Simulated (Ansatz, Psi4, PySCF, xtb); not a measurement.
Noncovalent pair: CH4 (SMILES C) (first 5 atoms) with CH6Si (SMILES C[SiH3]); geometry from B3LYP-D3(BJ)/def2-TZVP, rigid monomers moved along the line of their centres of mass till C1···Si7 is 5.47 Å.
(charge 0, multiplicity 1):
```xyz
13

C     -0.087     0.012     0.321
H     -0.334    -0.401    -0.656
H      0.572    -0.675     0.849
H      0.412     0.972     0.192
H     -1.002     0.151     0.896
C      0.635     1.134     5.543
Si    -0.168    -0.546     5.766
H      0.722     1.385     4.485
H      1.636     1.146     5.979
H      0.046     1.913     6.029
H     -1.529    -0.560     5.178
H     -0.282    -0.881     7.207
H      0.635    -1.604     5.106
```

Interaction energies are E(AB) − E(A) − E(B) at the monomers' geometry in the complex; basis-set methods are counterpoise corrected. Rows marked so take none.

Cores are frozen in the correlated methods. Rows in 6-31G* carry no dispersion term and start afresh at each structure (6-31G* with six Cartesian d functions). MP2/6-31G* freezes PySCF's default core.

Codes used: Ansatz (Gaussian basis) for Hartree–Fock, density functionals and correlated methods; Psi4 for SAPT; PySCF for 6-31G* rows, the dispersion terms; xtb for the GFN methods. Values without a source in brackets are computed.

```tsv
level	interaction energy (kcal/mol)
GFN2-xTB	-0.29
B3LYP-D3(BJ)/def2-TZVPPD	-0.21
PBE0/def2-TZVPPD	___
PBE0-D4/def2-TZVPPD	-0.28
M06-2X/6-31G* (no counterpoise)	-0.19
wB97M-V/def2-TZVPPD	-0.24
MP2/6-31G* (no counterpoise)	-0.18
CCSD(T)/aug-cc-pV(D+d)Z	-0.22
SAPT0/jun-cc-pV(D+d)Z	-0.15
```

Some entries are withheld; supply them.


- PBE0/def2-TZVPPD, interaction energy (kcal/mol): -0.08

Ansatz is a quantum-chemistry and plane-wave program.
